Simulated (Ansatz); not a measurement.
**From B to In: the HOMO–LUMO gap**

Gas-phase molecules, one atom swapped for its congeners: BHF2 `FBF`; AlHF2 `[F][AlH][F]`; GaHF2 `[F][GaH][F]`; InHF2 `[F][InH][F]`. All are singlets with charge 0.

Shapes, held fixed at every level: PBE0-D4/def2-TZVP. Programs: Ansatz 0.2.0. Values in eV.

| level | BHF2 | AlHF2 | GaHF2 | InHF2 |
| --- | --- | --- | --- | --- |
| SPW92/def2-TZVPP | 7.52 | 6.87 | 6.45 | 5.39 |
| PBE-D4/def2-TZVPP | 7.74 | 7.00 | 6.53 | 5.44 |
| B3LYP-D4/def2-TZVPP | 10.01 | 8.77 | 8.46 | 7.48 |
| BHLYP-D4/def2-TZVPP | 13.22 | 11.31 | 11.23 | 10.32 |
| PBE0-D4/def2-TZVPP | 10.54 | 9.25 | 9.02 | 8.10 |
| r2SCAN0-D4/def2-TZVPP | 11.13 | 9.73 | 9.51 | 8.57 |
| wB97X-V/def2-TZVPP | 15.36 | 13.66 | 13.45 | 12.46 |

At wB97X-V/def2-TZVPP the HOMO–LUMO gap falls at every step, from 15.36 to 12.46 eV. Every level shows the same order. For atoms past krypton def2 sets carry core potentials with scalar relativity. Relativity is left out for Ga. Orbital gaps aren't excitation energies, and the LUMO depends on the basis.
